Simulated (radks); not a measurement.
Initial-state core-level shifts of the neodymium ion Nd3+ when its valence configuration changes from [Xe] 4f3. Calculated with a radial shooting solver on a logarithmic mesh with Libxc functionals: scalar-relativistic Kohn-Sham, PBE, spin-polarised, spherical densities, finite nucleus; open shells are filled with parallel spins first (spin-orbit coupling, left out, can overturn this in heavy ions); Fermi nuclear charge, rms radius 4.9123 fm. Shifts are changes of the shell-averaged eigenvalues in eV (positive: less bound); the change of the density at the nucleus, which sets a Mossbauer isomer shift, is in e/bohr^3, on a base of 4.724e+05.

| valence | 2p | 3s | 3p | 3d | density at nucleus |
|---|---|---|---|---|---|
| 4f2 5d1 | -8.449 | -9.845 | -9.817 | -9.696 | +27.12 |
| 4f2.5 6s0.5 | -5.708 | -6.334 | -6.321 | -6.272 | +37.28 |
| 4f2 6p1 | -12.807 | -14.122 | -14.094 | -13.996 | +33.70 |
| 4f1.5 5d1 6s0.5 | -14.698 | -16.835 | -16.790 | -16.614 | +68.18 |
| 4f1.5 6s0.5 6p1 | -19.192 | -21.247 | -21.203 | -21.050 | +75.93 |
| 4f2 6s1 | -11.779 | -13.088 | -13.060 | -12.960 | +78.48 |
| 4f2.5 5d0.5 | -4.113 | -4.782 | -4.769 | -4.711 | +13.08 |
| 4f1 5d2 | -17.722 | -20.731 | -20.669 | -20.414 | +57.87 |
| 4f1 5d1 6s1 | -21.265 | -24.192 | -24.131 | -23.897 | +113.15 |
